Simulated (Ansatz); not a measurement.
Reactions of C2H4BFO, SMILES `C=C(O)BF`.

Program: Ansatz. Geometries: PBE0-D4/def2-TZVP. ΔE: electronic, gas phase. CCSD(T)/CBS is the MP2 limit (def2-TZVPP, def2-QZVPP) plus CCSD(T) − MP2 in def2-TZVPP, frozen cores. This one scheme is used for every species. Double bonds are as drawn, so ΔE can hold a change between cis and trans. DFT in def2-TZVPP. B3LYP here is the variant with VWN-RPA as its local correlation; programs differ in this. Each species was taken in one conformer, which may not be the lowest.

| reaction | CCSD(T)/CBS(def2) (eV) |
| --- | --- |
| `C=C(O)BF` → `CC1(F)BO1` | 1.12 |
| `C=C(O)BF` → `B/C=C(/O)F` | ? |
| `C=C(O)BF` + `OCOC[SiH3]` → `FBOC[SiH3]` + `C=C(O)CO` | -1.63 |
| `C=C(O)BF` → `C=C(F)BO` | ? |
| `C=C(O)BF` + `FC(F)(F)C1=CC(C(F)(F)F)=[O+][Al-]([Cl])([Cl])[O]1` → `C=C(O)BCl` + `FC(F)(F)C1=CC(C(F)(F)F)=[O+][Al-]([F])([Cl])[O]1` | 0.27 |
| `C=C(O)BF` + `C#N` → `C=C(O)C#N` + `BF` | 0.42 |
| `C=C(O)BF` + `[SiH3]OCS` → `FBOCS` + `C=C(O)[SiH3]` | -0.34 |
| `C=C(O)BF` + H₂ → `BC(=C)O` + H–F | 1.22 |
| `C=C(O)BF` + BH₃ → `BC(=C)O` + `BF` | -0.09 |
| `C=C(O)BF` → `O/C=C/BF` | ? |

Question: Fill in the missing values. (Best estimate.)

Answer: Ansatz gave: `C=C(O)BF` → `B/C=C(/O)F`: +1.80 eV; `C=C(O)BF` → `C=C(F)BO`: +0.07 eV; `C=C(O)BF` → `O/C=C/BF`: -0.30 eV.

Largest T1 diagnostic: 0.015, for `CC1(F)BO1`.
